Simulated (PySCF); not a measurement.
**InOCl + H₂O → InO(OH) + HCl**

Level: PBE0 in the def2-TZVP basis family, computed in PySCF with density fitting; scalar-relativistic core potentials for atoms from Rb on, none lighter, no spin–orbit coupling; open shells unrestricted.

| species | state and structure | E (Eh) | ZPE (kJ/mol) | H(298 K) − H(0) (kJ/mol) | S° (J/(mol K)) |
| --- | --- | --- | --- | --- | --- |
| InOCl | singlet, C∞v, In–Cl 2.267 Å, In–O 1.825 Å; Cl–In–O 180.0° | -725.37564 | 8.8 | 13.3 | 276.1 |
| H₂O | singlet, C2v, O–H 0.960 Å (×2); H–O–H 105.1° | -76.37736 | 56.5 | 9.9 | 188.7 |
| InO(OH) | singlet, Cs, In–O 1.824 Å, In–O 1.940 Å, O–H 0.962 Å; H–O–In 113.4°, O–In–O 176.1° | -341.05460 | 38.7 | 14.0 | 283.3 |
| HCl | singlet, C∞v, H–Cl 1.279 Å | -460.66440 | 17.9 | 8.7 | 186.6 |

(1) What is the electronic reaction energy?

(2) Add zero-point, thermal and entropy terms for 298.15 K and 1 bar.

## Answers

(1) At PBE0/def2-TZVP, ΔE = 89.3 kJ/mol from the differences of the total energies times 2625.5, uphill. 

(2) ΔZPE = -8.7 and Δ[H(298) − H(0)] = -0.5 kJ/mol give ΔH° = 80.1 kJ/mol. ΔS° = 5.1 J/(mol K), so ΔG° = 80.1 − 298.15 × (0.0051) = 79 kJ/mol and log₁₀K = -13.8.

The structures come from searches over a few start shapes, so lower isomers are not excluded.
